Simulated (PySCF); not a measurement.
PbI3, SMILES [I][Pb-]([I])[I], charge -1. Heavy atoms are numbered as in [Pb-:1]([I:2])([I:3])[I:4].

Geometry optimised at B3LYP-D3(BJ)/def2-SVPD. The isomer is the one that the SMILES or the coordinates give; other isomers of the formula were not compared. The def2 effective core potentials stand for the cores of I, Pb; spin–orbit coupling is left out.

All values below come from PBE0/def2-SVPD in PySCF.

Mulliken values depend strongly on the basis, most of all with diffuse functions as here. ESP charges are fitted to the potential on shells at 1.4 to 2.0 van der Waals radii. Atomic charges (e), one atom of each kind:

```csv
atom,Mulliken,ESP fit
Pb1,0.72,[?]
I2,-0.57,[?]
```

**Question.** Some entries are withheld; supply them. (Estimate from the structure and the level; the computed values follow.)

**Answer.** 
- Pb1, ESP fit: 0.36
- I2, ESP fit: -0.45
